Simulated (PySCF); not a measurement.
**Scandium: a sound run and one with changed settings**

Sound run: Sc [Ar] 3d1 4s2, Sc⁺ [Ar] 3d1 4s1. Computed with PySCF 2.14 in cc-pVTZ-DK (7s6p4d2f1g, 68 functions), with the spin-free X2C one-electron Hamiltonian (Gaussian nucleus). In the sound run the correlated levels freeze [Ar]. The sound run starts from symmetry-adapted Hartree-Fock orbitals and uses a fine grid where one is needed.

Changed run: basis STO-3G, all-electron and non-relativistic. This setting is unsound on purpose.

```
species  method  sound run (hartree)  changed run (hartree)  converged
     Sc     UHF           -763.28505             -751.99361        yes
     Sc    MN15           -764.49242             -751.41314        yes
     Sc   M06-L                  n/a             -752.76189        yes
     Sc     MP2           -763.31434             -752.02170        yes
    Sc⁺     UHF           -763.08698             -751.82319        yes
    Sc⁺    MN15           -764.24418             -751.16971        yes
    Sc⁺   M06-L                  n/a             -752.52550        yes
    Sc⁺     MP2           -763.09031             -751.82319        yes
```

Ionisation energy of Sc:

```csv
method,sound run (eV),changed run (eV)
UHF,5.390,4.637
MN15,6.755,6.624
M06-L,n/a,6.433
MP2,6.096,5.402
SCS-MP2,6.242,5.555
```

A minimal basis cannot let orbitals breathe on ionisation and holds almost no correlation. The Hamiltonian changed with the basis, so the totals do not compare.

For comparison, NIST gives 6.561 eV between the lowest levels.
